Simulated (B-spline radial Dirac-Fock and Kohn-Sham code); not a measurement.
## The L3 (2p3/2) hole of tantalum ions: width and yield against charge

These are calculated numbers from an atomic code on a B-spline grid; the model is independent-particle radiative and Coulomb Auger rates from relativistic LDA hole-state orbitals, with Dirac-Fock energies. Tabulated ground configurations, configuration averages; single configurations, so decays that open only by mixing (as 1s 2s² with 1s 2p² in Be-like ions) are missing and such tiny yields are far too low.

```tsv
ion	configuration	radiative (eV)	non-radiative (eV)	yield
Ta	[Xe] 4f14 5d3 6s2	1.17	3.51	0.250
Ta⁺	[Xe] 4f14 5d3 6s1	1.17	3.51	0.250
Ta²⁺	[Xe] 4f14 5d3	1.17	3.51	0.250
Ta³⁺	[Xe] 4f14 5d2	1.17	3.51	0.250
Ta⁴⁺	[Xe] 4f14 5d1	1.17	3.51	0.250
Ta⁵⁺	[Xe] 4f14	1.17	3.50	0.250
Ta⁶⁺	[Xe] 4f13	1.17	3.52	0.249
Ta⁷⁺	[Kr] 4d10 4f13 5s2 5p5	1.17	3.51	0.250
```
